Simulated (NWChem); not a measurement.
Program: NWChem. System: C$_{3}$H$_{2}$F$_{3}$, charge 1, spin multiplicity 1, at the geometry of a parent with another charge or spin, in a state set for the comparison that need not be this species' ground state. Level: RHF/def2-TZVP.

Job file:

```
start mol
memory heap 200 mb stack 900 mb global 1100 mb
charge 1
geometry units angstroms nocenter noautoz
  C      0.602642    -2.126994     0.000000
  C      0.795902    -0.831379     0.000000
  C     -0.054683     0.379136     0.000000
  F      0.172965     1.131477    -1.076200
  F      0.172965     1.131477     1.076200
  F     -1.355371     0.054664     0.000000
  H      1.436771    -2.837275     0.000000
  H     -0.414970    -2.545872     0.000000
  symmetry group Cs
end
basis spherical
  * library def2-tzvp
end
scf
  rhf
  nopen 0
  maxiter 100
  thresh 1e-7
  semidirect memsize 60000000 filesize 0
end
task scf energy
```

NWChem printed:

```
             Northwest Computational Chemistry Package (NWChem) 7.3.0
             --------------------------------------------------------

                                NWChem Input Module
                                -------------------

 Scaling coordinates for geometry "geometry" by  1.889725989
 (inverse scale =  0.529177249)

 Turning off AUTOSYM since
 SYMMETRY directive was detected!

                             Geometry "geometry" -> ""
                             -------------------------

 Output coordinates in angstroms (scale by  1.889725989 to convert to a.u.)

  No.       Tag          Charge          X              Y              Z
 ---- ---------------- ---------- -------------- -------------- --------------
    1 C                    6.0000     0.60264200    -2.12699400     0.00000000
    2 C                    6.0000     0.79590200    -0.83137900     0.00000000
    3 C                    6.0000    -0.05468300     0.37913600     0.00000000
    4 F                    9.0000     0.17296500     1.13147700    -1.07620000
    5 F                    9.0000     0.17296500     1.13147700     1.07620000
    6 F                    9.0000    -1.35537100     0.05466400     0.00000000
    7 H                    1.0000     1.43677100    -2.83727500     0.00000000
    8 H                    1.0000    -0.41497000    -2.54587200     0.00000000

 Effective nuclear repulsion energy (a.u.)     240.4153950569

            Nuclear Dipole moment (a.u.)
            ----------------------------
        X                 Y               Z
 ---------------- ---------------- ----------------
    -0.0000037795    -0.0000132281     0.0000000000

      Symmetry information
      --------------------

 Group name             Cs
 Group number              2
 Group order               2
 No. of unique centers     7

      Symmetry unique atoms

     1    2    3    4    6    7    8


 Summary of "ao basis" -> "" (spherical)
 ------------------------------------------------------------------------------
       Tag                 Description            Shells   Functions and Types
 ---------------- ------------------------------  ------  ---------------------
 *                         def2-tzvp                  on all atoms

 Summary of "ao basis" -> "ao basis" (spherical)
 ------------------------------------------------------------------------------
       Tag                 Description            Shells   Functions and Types
 ---------------- ------------------------------  ------  ---------------------
 C                         def2-tzvp                11       31   5s3p2d1f
 F                         def2-tzvp                11       31   5s3p2d1f
 H                         def2-tzvp                 4        6   3s1p

                                 NWChem SCF Module
                                 -----------------

  ao basis        = "ao basis"
  functions       =   198
  atoms           =     8
  closed shells   =    23
  open shells     =     0
  charge          =   1.00
  wavefunction    = RHF
  use symmetry    = T
  symmetry adapt  = T

 Summary of "ao basis" -> "ao basis" (spherical)
 ------------------------------------------------------------------------------
       Tag                 Description            Shells   Functions and Types
 ---------------- ------------------------------  ------  ---------------------
 C                         def2-tzvp                11       31   5s3p2d1f
 F                         def2-tzvp                11       31   5s3p2d1f
 H                         def2-tzvp                 4        6   3s1p

      Symmetry analysis of basis
      --------------------------

        a'        125
        a"         73

 Forming initial guess at       0.2s

      Superposition of Atomic Density Guess
      -------------------------------------

 Sum of atomic energies:        -412.26783811

 Renormalizing density from      47.00 to     46

      Non-variational initial energy
      ------------------------------

 Total energy =    -408.741385
 1-e energy   =   -1026.040874
 2-e energy   =     376.884094
 HOMO         =      -0.610728
 LUMO         =      -0.459264

      Symmetry analysis of molecular orbitals - initial
      -------------------------------------------------

  Numbering of irreducible representations:

     1 a'          2 a"

  Orbital symmetries:

     1 a'          2 a'          3 a"          4 a'          5 a'
     6 a'          7 a'          8 a'          9 a"         10 a'
    11 a'         12 a'         13 a'         14 a"         15 a'
    16 a"         17 a'         18 a'         19 a"         20 a"
    21 a'         22 a'         23 a"         24 a'         25 a"
    26 a'         27 a'         28 a'         29 a'         30 a"
    31 a'         32 a'         33 a"

 Starting SCF solution at       5.1s

 ----------------------------------------------
         Quadratically convergent ROHF

 Convergence threshold     :          1.000E-07
 Maximum no. of iterations :          100
 Final Fock-matrix accuracy:          1.000E-09
 ----------------------------------------------

              iter       energy          gnorm     gmax       time
             ----- ------------------- --------- --------- --------
                 1     -412.5607232632  2.37D+00  3.88D-01      7.7
                 2     -412.7792750247  4.71D-01  1.06D-01     13.0
                 3     -412.8032628528  1.46D-01  4.52D-02     18.2
                 4     -412.8060194425  9.50D-03  3.92D-03     27.4
                 5     -412.8060315357  5.87D-05  2.00D-05     36.7
                 6     -412.8060315363  5.29D-09  2.04D-09     53.4

       Final RHF  results
       ------------------

         Total SCF energy =   -412.806031536268
      One-electron energy =  -1038.241454936881
      Two-electron energy =    385.020028343715
 Nuclear repulsion energy =    240.415395056899

        Time for solution =     48.3s

       Symmetry analysis of molecular orbitals - final
       -----------------------------------------------

  Numbering of irreducible representations:

     1 a'          2 a"

  Orbital symmetries:

     1 a'          2 a"          3 a'          4 a'          5 a'
     6 a'          7 a'          8 a'          9 a"         10 a'
    11 a'         12 a'         13 a'         14 a"         15 a'
    16 a'         17 a"         18 a'         19 a'         20 a"
    21 a"         22 a'         23 a"         24 a'         25 a"
    26 a'         27 a'         28 a'         29 a'         30 a"
    31 a'         32 a'         33 a'

             Final eigenvalues
             -----------------

              1
    1  -26.5732
    2  -26.5452
    3  -26.5452
    4  -11.7732
    5  -11.6672
    6  -11.5842
    7   -1.9506
    8   -1.8549
    9   -1.8428
   10   -1.3975
   11   -1.2427
   12   -1.1031
   13   -1.0415
   14   -1.0407
   15   -0.9943
   16   -0.9266
   17   -0.9224
   18   -0.8998
   19   -0.8771
   20   -0.8739
   21   -0.8555
   22   -0.8532
   23   -0.7360
   24   -0.3037
   25   -0.1558
   26   -0.0402
   27   -0.0051
   28    0.0342
   29    0.0636
   30    0.0873
   31    0.0960
   32    0.1244
   33    0.1407

                       ROHF Final Molecular Orbital Analysis
                       -------------------------------------

 Vector   21  Occ=2.000000D+00  E=-8.555245D-01  Symmetry=a"
              MO Center= -1.3D-02,  9.8D-01, -1.4D-14, r^2= 1.8D+00
   Bfn.  Coefficient  Atom+Function         Bfn.  Coefficient  Atom+Function
  ----- ------------  ---------------      ----- ------------  ---------------
   101      0.237251  4 F  pz               132      0.237251  5 F  pz
   104      0.211280  4 F  pz               135      0.211280  5 F  pz
   163     -0.183006  6 F  pz                99      0.179968  4 F  px
   130     -0.179968  5 F  px               100      0.173621  4 F  py
   131     -0.173621  5 F  py               166     -0.163048  6 F  pz

 Vector   22  Occ=2.000000D+00  E=-8.531726D-01  Symmetry=a'
              MO Center=  2.2D-01,  3.5D-01, -2.5D-15, r^2= 2.8D+00
   Bfn.  Coefficient  Atom+Function         Bfn.  Coefficient  Atom+Function
  ----- ------------  ---------------      ----- ------------  ---------------
    38      0.212618  2 C  py                41      0.209525  2 C  py
   100      0.199682  4 F  py               131      0.199682  5 F  py
    99     -0.194496  4 F  px               130     -0.194496  5 F  px
    35      0.184920  2 C  s                103      0.176251  4 F  py
   134      0.176251  5 F  py               102     -0.171116  4 F  px

 Vector   23  Occ=2.000000D+00  E=-7.359616D-01  Symmetry=a"
              MO Center=  6.9D-01, -1.2D+00, -1.2D-13, r^2= 1.6D+00
   Bfn.  Coefficient  Atom+Function         Bfn.  Coefficient  Atom+Function
  ----- ------------  ---------------      ----- ------------  ---------------
    39      0.345622  2 C  pz                42      0.341183  2 C  pz
     8      0.236849  1 C  pz                11      0.235774  1 C  pz

 Vector   24  Occ=0.000000D+00  E=-3.037356D-01  Symmetry=a'
              MO Center=  9.3D-01, -8.7D-01, -3.5D-14, r^2= 1.9D+00
   Bfn.  Coefficient  Atom+Function         Bfn.  Coefficient  Atom+Function
  ----- ------------  ---------------      ----- ------------  ---------------
    43      0.365216  2 C  px                40      0.349685  2 C  px
    37      0.332189  2 C  px

 Vector   25  Occ=0.000000D+00  E=-1.557595D-01  Symmetry=a"
              MO Center=  6.2D-01, -1.7D+00, -3.5D-13, r^2= 2.5D+00
   Bfn.  Coefficient  Atom+Function         Bfn.  Coefficient  Atom+Function
  ----- ------------  ---------------      ----- ------------  ---------------
    14      0.656734  1 C  pz                45     -0.498008  2 C  pz
     8      0.296438  1 C  pz                11      0.294999  1 C  pz
    42     -0.286111  2 C  pz                39     -0.266846  2 C  pz

 Vector   26  Occ=0.000000D+00  E=-4.020388D-02  Symmetry=a'
              MO Center=  1.0D+00, -2.6D+00,  3.7D-14, r^2= 4.9D+00
   Bfn.  Coefficient  Atom+Function         Bfn.  Coefficient  Atom+Function
  ----- ------------  ---------------      ----- ------------  ---------------
   189     -2.233519  7 H  s                  5      2.094204  1 C  s
   195     -1.040083  8 H  s                  4      1.012692  1 C  s
    67     -0.793930  3 C  s                 13     -0.627337  1 C  py
    12      0.553873  1 C  px                43     -0.529564  2 C  px
    41      0.490448  2 C  py                44      0.455239  2 C  py

 center of mass
 --------------
 x =  -0.04020948 y =   0.15225314 z =   0.00000000

 moments of inertia (a.u.)
 ------------------
         610.819686981086          72.932313405708           0.000000000000
          72.932313405708         336.580140892145           0.000000000000
           0.000000000000           0.000000000000         633.088042500963

  Mulliken analysis of the total density
  --------------------------------------

    Atom       Charge   Shell Charges
 -----------   ------   -------------------------------------------------------
    1 C    6     6.06   0.86  1.12  0.52  0.62  0.09  1.21  1.28  0.29  0.02  0.05  0.01
    2 C    6     5.77   0.86  1.12  0.56  0.62  0.06  1.10  1.20  0.19  0.02  0.04  0.01
    3 C    6     5.29   0.85  1.13  0.50  0.45 -0.02  1.06  0.87  0.01  0.08  0.31  0.04
    4 F    9     9.17   0.77  1.20  0.60  1.02  0.33  2.23  2.26  0.72  0.00  0.02  0.00
    5 F    9     9.17   0.77  1.20  0.60  1.02  0.33  2.23  2.26  0.72  0.00  0.02  0.00
    6 F    9     9.15   0.77  1.20  0.60  1.02  0.33  2.22  2.25  0.72  0.00  0.02  0.00
    7 H    1     0.72   0.24  0.42  0.03  0.02
    8 H    1     0.69   0.23  0.41  0.02  0.02

       Multipole analysis of the density wrt the origin
       ------------------------------------------------

     L   x y z        total         open         nuclear
     -   - - -        -----         ----         -------
     0   0 0 0      1.000000      0.000000     47.000000

     1   1 0 0      1.362751      0.000000     -0.000004
     1   0 1 0     -3.077386      0.000000     -0.000013
     1   0 0 1      0.000000      0.000000      0.000000

     2   2 0 0    -17.921752      0.000000     90.369552
     2   1 1 0     -3.693720      0.000000    -42.672876
     2   1 0 1     -0.000000      0.000000      0.000000
     2   0 2 0     -8.786383      0.000000    249.106885
     2   0 1 1     -0.000000      0.000000      0.000000
     2   0 0 2    -23.617623      0.000000     74.448534

 Task  times  cpu:       53.5s     wall:       53.5s

 Total times  cpu:       53.5s     wall:       53.5s
```
